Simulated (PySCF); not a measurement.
## Spinor energies of Nd³⁹⁺ (neodymium, charge +39)

Start: [Ar] 3d3; 3d3/2 filled at m_j = -1/2, +1/2, +3/2. Calculated with PySCF 2.14 in an even-tempered Gaussian basis (16 s from 8.1 bohr⁻², ratio 2.8; 12 p from 11 bohr⁻², ratio 2.8; 8 d from 11 bohr⁻², ratio 2.8; 3 f from 34 bohr⁻², ratio 3): generalised Hartree-Fock with the X2C-1e Hamiltonian and a Gaussian nucleus; one run each with spin-orbit coupling (SO) switched off, then screened by Boettger's factors.

```csv
spinor shell,electrons,"ε, spin-free (eV)","ε, screened SO (eV)",weight of nominal j (screened SO),"rms radius, screened SO (bohr)"
1s1/2,2,-45888.5,-45879.6,1.000,0.0269
2s1/2,2,-9236.8,-9232.9,1.000,0.108
2p1/2,2,-8478.5,-8854.2,1.000,0.0930
2p3/2,4,-8478.5,-8310.6,1.000,0.0986
3s1/2,2,-3366.5,-3365.3,1.000,0.269
3p1/2,2,-3118.6,-3217.0,0.998,0.258
3p3/2,4,-3118.6,-3073.9,0.999,0.270
3d3/2,3,-2859.5,-2867.8,0.985,0.234
```

| quantity | spin-free | screened SO |
| --- | --- | --- |
| E (hartree) | -8429.27373 | -8435.36281 |
| M_J | 3/2 | 3/2 |
| ⟨J²⟩ | 6.751 | 3.864 |
| ⟨L²⟩ | 12.000 | 8.359 |
| ⟨S²⟩ | 3.750 | 2.241 |

Each row is a mean over spinors that exchange with the open shell spreads, by up to 18.707 eV (3p1/2).

⟨J²⟩ departs a little from M_J(M_J + 1) because the unrestricted spinors polarise the closed shells.

Breit and QED terms are absent; they matter most for the inner s and p1/2 levels.

Densities and radii are taken from the X2C orbitals without a picture-change correction, which distorts them close to the nucleus.

Without spin-orbit coupling the j labels of p, d and f shells carry no meaning; the spin-free column gives the mean over the occupied spinors of each nl shell, and its ⟨J²⟩ belongs to a mixture of degenerate components.
